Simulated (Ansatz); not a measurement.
Steps of a relaxation of H4InO3P, SMILES `OP(O)[O][InH2]` with RKS PBE0-D4/def2-TZVP.

```sh
$ ansatz run in.yaml --threads 4 --pin off --events-out ev --progress --plain --max-ram 10444MiB
```

```yaml
crystal:
  periodic: [false, false, false]
  atoms:
    - {symbol: O, position_ang: [-1.002880, 1.667860, 1.207960]}
    - {symbol: P, position_ang: [-0.338950, 1.390930, -0.231200]}
    - {symbol: O, position_ang: [1.071380, 0.441270, 0.304610]}
    - {symbol: O, position_ang: [-1.125100, 0.150620, -0.744710]}
    - {symbol: In, position_ang: [0.185570, -1.443670, -0.830060]}
    - {symbol: H, position_ang: [-1.469880, 0.892430, 1.542260]}
    - {symbol: H, position_ang: [1.790500, 0.989760, 0.635250]}
    - {symbol: H, position_ang: [1.051850, -1.523730, -2.266710]}
    - {symbol: H, position_ang: [-0.162490, -2.565480, 0.382600]}
basis:
  gaussian: {orbitals: def2-TZVP}
hamiltonian: {xc: pbe0, dispersion: d4}
relax: {f_tol: 0.005, max_steps: 150}
```

Positions (Å) and forces (eV/Å) along the path, 13 of 13 steps:

```xyz
9
step=1 energy=-20664.4143 eV
O    -1.003    1.668    1.208   -0.208    0.270    0.240
P    -0.339    1.391   -0.231    0.591    0.307    0.255
O     1.071    0.441    0.305   -0.779    0.176   -0.383
O    -1.125    0.151   -0.745   -0.021   -0.063   -0.162
In    0.186   -1.444   -0.830    0.349   -0.342    0.194
H    -1.470    0.892    1.542   -0.003   -0.078    0.096
H     1.790    0.990    0.635    0.042   -0.157   -0.110
H     1.052   -1.524   -2.267    0.146    0.053   -0.341
H    -0.162   -2.565    0.383   -0.116   -0.167    0.211
9
step=2 energy=-20664.4829 eV
O    -1.033    1.678    1.225   -0.114    0.109    0.146
P    -0.344    1.427   -0.213    0.312   -0.325    0.060
O     1.041    0.441    0.281   -0.292    0.318   -0.082
O    -1.087    0.169   -0.760   -0.069   -0.003   -0.168
In    0.225   -1.471   -0.808    0.094   -0.008    0.041
H    -1.472    0.884    1.558    0.029   -0.011    0.042
H     1.794    0.957    0.588    0.058   -0.152   -0.060
H     1.076   -1.497   -2.298   -0.065   -0.023    0.139
H    -0.198   -2.589    0.426    0.047    0.093   -0.119
9
step=3 energy=-20664.4970 eV
O    -1.047    1.676    1.236   -0.035   -0.008    0.054
P    -0.346    1.433   -0.202    0.118   -0.216   -0.034
O     1.027    0.439    0.274   -0.106    0.243    0.049
O    -1.088    0.186   -0.781   -0.013    0.033   -0.062
In    0.229   -1.460   -0.801    0.018    0.032   -0.007
H    -1.473    0.874    1.571    0.020    0.010    0.034
H     1.804    0.935    0.557    0.008   -0.114   -0.054
H     1.088   -1.508   -2.276   -0.015   -0.009    0.041
H    -0.196   -2.576    0.423    0.006    0.029   -0.022
9
step=4 energy=-20664.5032 eV
O    -1.060    1.665    1.242    0.009   -0.082   -0.030
P    -0.349    1.433   -0.196   -0.053   -0.004   -0.034
O     1.011    0.441    0.280    0.112    0.095    0.112
O    -1.088    0.196   -0.803    0.019    0.039    0.005
In    0.234   -1.447   -0.798   -0.028   -0.008   -0.021
H    -1.463    0.856    1.586    0.016    0.036    0.015
H     1.816    0.915    0.521   -0.080   -0.064   -0.055
H     1.107   -1.513   -2.261    0.007   -0.003    0.003
H    -0.208   -2.546    0.429   -0.002   -0.009    0.005
9
step=5 energy=-20664.4999 eV rejected
O    -1.079    1.639    1.245    0.206    0.289   -0.238
P    -0.343    1.440   -0.195   -0.107   -0.058    0.378
O     1.016    0.451    0.302   -0.378   -0.150   -0.090
O    -1.065    0.215   -0.832   -0.073   -0.094   -0.100
In    0.226   -1.447   -0.796    0.020    0.036   -0.004
H    -1.463    0.839    1.619   -0.034   -0.208   -0.021
H     1.823    0.930    0.474    0.364    0.176    0.067
H     1.118   -1.526   -2.249    0.005   -0.004    0.015
H    -0.234   -2.541    0.432   -0.004    0.015   -0.007
9
step=6 energy=-20664.5055 eV
O    -1.066    1.658    1.241    0.009    0.008   -0.023
P    -0.349    1.434   -0.195   -0.019    0.010    0.025
O     1.008    0.444    0.296    0.029    0.007    0.034
O    -1.084    0.203   -0.813    0.002   -0.012   -0.009
In    0.229   -1.445   -0.799   -0.005    0.010   -0.001
H    -1.459    0.850    1.598    0.006   -0.012    0.000
H     1.822    0.917    0.497   -0.019   -0.011   -0.027
H     1.116   -1.517   -2.254    0.004    0.001    0.003
H    -0.217   -2.545    0.428   -0.007   -0.001   -0.001
9
step=7 energy=-20664.5065 eV
O    -1.074    1.651    1.242    0.007    0.024   -0.004
P    -0.352    1.434   -0.191   -0.010    0.017    0.015
O     1.006    0.447    0.307    0.028   -0.017    0.021
O    -1.081    0.204   -0.819   -0.015    0.000    0.000
In    0.229   -1.443   -0.795    0.003   -0.004   -0.004
H    -1.452    0.841    1.609    0.003   -0.017   -0.014
H     1.830    0.920    0.462   -0.024   -0.002   -0.017
H     1.134   -1.514   -2.239    0.005   -0.001    0.006
H    -0.241   -2.542    0.424    0.003    0.000   -0.003
9
step=8 energy=-20664.5065 eV
O    -1.076    1.653    1.246   -0.009    0.009    0.015
P    -0.355    1.435   -0.186    0.014    0.006    0.003
O     1.000    0.444    0.316    0.068    0.024    0.015
O    -1.088    0.209   -0.817   -0.013   -0.021   -0.009
In    0.221   -1.439   -0.798    0.040    0.002    0.022
H    -1.448    0.840    1.617    0.004    0.001   -0.018
H     1.833    0.914    0.425   -0.065   -0.026   -0.013
H     1.163   -1.512   -2.218   -0.021    0.008   -0.011
H    -0.249   -2.544    0.416   -0.018   -0.003   -0.005
9
step=9 energy=-20664.5071 eV
O    -1.078    1.655    1.245   -0.010    0.003    0.017
P    -0.354    1.433   -0.185   -0.002   -0.002   -0.015
O     1.003    0.445    0.323    0.051    0.004    0.008
O    -1.085    0.204   -0.813   -0.001    0.008    0.008
In    0.230   -1.440   -0.791   -0.001   -0.007   -0.006
H    -1.452    0.843    1.613    0.001    0.004   -0.012
H     1.835    0.918    0.420   -0.041   -0.019   -0.007
H     1.156   -1.507   -2.222   -0.001    0.006    0.006
H    -0.256   -2.550    0.412    0.004    0.003    0.002
9
step=10 energy=-20664.5073 eV
O    -1.076    1.657    1.244   -0.002   -0.001    0.005
P    -0.351    1.431   -0.185    0.000    0.006   -0.011
O     1.004    0.441    0.324   -0.003   -0.009    0.006
O    -1.086    0.202   -0.809   -0.004    0.008    0.009
In    0.230   -1.442   -0.791    0.001   -0.007   -0.001
H    -1.458    0.846    1.608   -0.001    0.000   -0.003
H     1.836    0.914    0.419    0.005    0.004   -0.002
H     1.153   -1.498   -2.224    0.001   -0.002    0.001
H    -0.252   -2.551    0.415    0.004    0.001   -0.004
9
step=11 energy=-20664.5073 eV
O    -1.076    1.660    1.244    0.001   -0.002   -0.004
P    -0.350    1.430   -0.184   -0.001   -0.003    0.002
O     1.004    0.439    0.328   -0.008   -0.005    0.001
O    -1.087    0.201   -0.804   -0.003    0.001    0.000
In    0.231   -1.442   -0.790   -0.002    0.003    0.000
H    -1.464    0.851    1.605    0.000    0.002   -0.001
H     1.837    0.911    0.413    0.012    0.006    0.001
H     1.153   -1.496   -2.224    0.002    0.000   -0.001
H    -0.248   -2.555    0.412    0.000   -0.003    0.001
9
step=12 energy=-20664.5073 eV
O    -1.076    1.662    1.244    0.001   -0.004   -0.002
P    -0.350    1.429   -0.183    0.001    0.006    0.001
O     1.004    0.437    0.331   -0.003    0.001   -0.001
O    -1.089    0.200   -0.801    0.003   -0.003    0.002
In    0.231   -1.442   -0.790    0.000   -0.001    0.000
H    -1.467    0.855    1.604    0.000    0.002    0.002
H     1.839    0.909    0.408   -0.001   -0.001    0.000
H     1.155   -1.493   -2.223    0.000    0.000    0.000
H    -0.247   -2.558    0.410    0.000    0.000    0.000
9
step=13 energy=-20664.5074 eV
O    -1.076    1.663    1.244    0.000   -0.001   -0.001
P    -0.350    1.429   -0.184    0.000   -0.002    0.001
O     1.004    0.437    0.331    0.003    0.002    0.000
O    -1.089    0.199   -0.801   -0.001    0.000   -0.001
In    0.232   -1.442   -0.790    0.000    0.000    0.000
H    -1.467    0.855    1.604    0.000    0.001    0.001
H     1.839    0.909    0.408   -0.001   -0.001    0.000
H     1.155   -1.492   -2.223    0.000    0.000    0.000
H    -0.247   -2.558    0.410    0.000    0.000   -0.001
```

Hardware: 4 threads of an Arm Neoverse V1 on a shared host. Wall time 54 s, peak host memory 0.62 GiB.
